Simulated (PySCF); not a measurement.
Compound: CH6BNO2.
Cartesian coordinates in Å at the PBE0-D3(BJ)/def2-SVP level; atoms count from 1:
```xyz
11
CH6BNO2 angstrom
N      1.7292   -0.4554   -0.3464
C      0.7080    0.2049    0.4619
B     -0.7965    0.0907   -0.0228
O     -1.0673   -0.6277   -1.1438
O     -1.8474    0.6809    0.6250
H      1.5052   -1.4478   -0.4082
H      1.6489   -0.1260   -1.3075
H      0.7804   -0.1709    1.5011
H      0.9688    1.2771    0.5602
H     -2.0101   -0.6247   -1.3449
H     -1.5825    1.1700    1.4090
```

Method used: PySCF, PBE0-D3(BJ)/def2-SVP geometry optimisation, gas phase.

Take the most abundant isotopes and a rigid rotor. The values belong to one conformer with, in the numbering `[NH2:1][CH2:2][B:3]([OH:4])[OH:5]`, H–N1–C2–B3 -58° and 54°, N1–C2–B3–O4 1°, C2–B3–O4–H 180°, C2–B3–O5–H 0°.

Q: Give the principal moments of inertia and the rotational constants in MHz.

A: Ia = 56.44, Ib = 142.88, Ic = 193.68 u·Å²; 505379 MHz·u·Å²/I gives A = 8955, B = 3537, C = 2609 MHz.

Q: Classify the top.

A: An asymmetric top; Ray's κ = -0.708.

Q: Is it planar, by Δ = Ic − Ia − Ib?

A: Not planar: Δ = Ic − Ia − Ib = -5.64 u·Å². For a rigid frame Δ = −2 Σ m c², so Σ m c² = 2.82 u·Å² lies off the ab plane, practically all of it from hydrogen. The atom farthest from that plane is 0.89 Å away.

Q: Where do the levels up to J = 2 lie, in K?

A: Above 0(0,0), as E/k:
J = 1: 1(0,1) 0.295, 1(1,1) 0.555, 1(1,0) 0.599
J = 2: 2(0,2) 0.880, 2(1,2) 1.100, 2(1,1) 1.234, 2(2,1) 2.014, 2(2,0) 2.019
Those of J = 1 are B + C, A + C and A + B.

Q: Which types of transition are allowed, and where do some lines up to J = 4 fall?

A: The dipole components are |μa| = 1.85 D, |μb| = 0.41 D, |μc| = 0.00 D; the mirror of this Cs structure is the ab plane, so μc vanishes by symmetry (the 0.03 D computed is a residue) and there are no c-type lines. The squared components, which scale the intensities, stand as 1.00 : 0.05 (a : b). Some lines, for components of 0.1 D or more:

| type | branch | J(Ka,Kc) | MHz | lower level (cm⁻¹) |
| --- | --- | --- | --- | --- |
| a | Q | 3(1,2) ← 3(1,3) | 5558 | 1.331 |
| a | R | 2(1,2) ← 1(1,1) | 11365 | 0.386 |
| b | Q | 4(1,3) ← 4(0,4) | 11751 | 1.999 |
| a | R | 2(1,1) ← 1(1,0) | 13220 | 0.417 |
| a | R | 3(1,2) ← 2(1,1) | 19758 | 0.858 |
| b | R | 4(0,4) ← 3(1,3) | 20004 | 1.331 |
| b | Q | 3(2,2) ← 3(1,3) | 20492 | 1.331 |
| b | Q | 4(2,3) ← 4(1,4) | 22458 | 2.083 |
| a | R | 4(0,4) ← 3(0,3) | 23574 | 1.212 |
| a | R | 4(2,3) ← 3(2,2) | 24500 | 2.015 |
| a | R | 4(1,3) ← 3(1,2) | 26196 | 1.517 |
| b | Q | 3(3,0) ← 3(2,1) | 28943 | 2.033 |
| b | Q | 4(3,2) ← 4(2,3) | 29753 | 2.832 |
| b | Q | 4(4,0) ← 4(3,1) | 40938 | 3.826 |
| b | Q | 4(4,1) ← 4(3,2) | 40994 | 3.825 |
| b | R | 4(2,2) ← 3(1,3) | 46540 | 1.331 |
| b | R | 3(3,1) ← 2(2,0) | 47801 | 1.403 |
| b | R | 4(3,2) ← 3(2,1) | 53717 | 2.033 |
| b | R | 4(4,0) ← 3(3,1) | 65776 | 2.998 |

Q: Estimate the classical rotational partition function at 25 K, 50 K and 298.15 K.

A: Point group Cs, symmetry number σ = 1; q = (√π/σ)·√((kT/h)³/(ABC)), k/h = 20836.6 MHz/K: 2320 at 25 K, 6560 at 50 K, 95500 at 298.15 K.

No PBE0-D3(BJ)/def2-SVP frequencies stand behind this structure, so it isn't proved a minimum. These are rigid-rotor constants of the computed structure; measured ground-state constants (B0) also hold zero-point vibration. A rigid rotor knows nothing of inversion at nitrogen, which can split or shift real lines. Quadrupole hyperfine structure (11B, 14N) is left out.
